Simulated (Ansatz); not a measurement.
Geometry optimisation, RHF/6-31G* in Ansatz.

Input file:

```yaml
crystal:
  periodic: [false, false, false]
  atoms:
    - { symbol: B, position_ang: [-0.001243, 0.289807, 0.014909] }
    - { symbol: Cl, position_ang: [-0.00295, 0.593176, 1.812308] }
    - { symbol: Cl, position_ang: [1.515317, 0.288508, -0.835983] }
    - { symbol: Cl, position_ang: [-1.521556, 0.21542, -0.826447] }
    - { symbol: F, position_ang: [0.063391, -2.146419, 0.673203] }
    - { symbol: H, position_ang: [0.06734, -1.969692, 1.57271] }
basis:
  gaussian: { orbitals: "6-31G*" }
hamiltonian:
  xc: hf
relax:
  f_tol: 0.03
  max_steps: 50
```

Launched with:

```bash
$ ansatz run input.yaml --threads 1 --pin off --max-ram 2048MiB --backend cpu --events-out ev --progress --plain --runs-dir out
```

Question: Where does it end, and by what steps?

Answer: The run converged. After 7 steps the energy has fallen by 0.094 eV; H6 moved furthest, 0.37 Å.

| step | energy less start (eV) | largest force component (eV/Å) | accepted |
| --- | --- | --- | --- |
| 0 | 0.0000 | 1.075 | yes |
| 1 | -0.0607 | 0.794 | yes |
| 2 | 0.1909 | 2.153 | no |
| 3 | -0.0257 | 1.010 | no |
| 4 | -0.0712 | 0.710 | yes |
| 5 | -0.0859 | 0.463 | yes |
| 6 | -0.0807 | 0.798 | no |
| 7 | -0.0938 | 0.015 | yes |

```xyz
6
Properties=species:S:1:pos:R:3
B -0.005 0.444 0.004
Cl -0.008 0.809 1.722
Cl 1.509 0.360 -0.858
Cl -1.518 0.283 -0.847
F 0.068 -2.293 0.739
H 0.074 -2.332 1.651
```

Whether the end is a true minimum wasn't checked by a vibrational analysis.

Time of the run: 19 s on 1 thread of Arm Neoverse V1, on a shared host, peak memory 0.17 GiB.
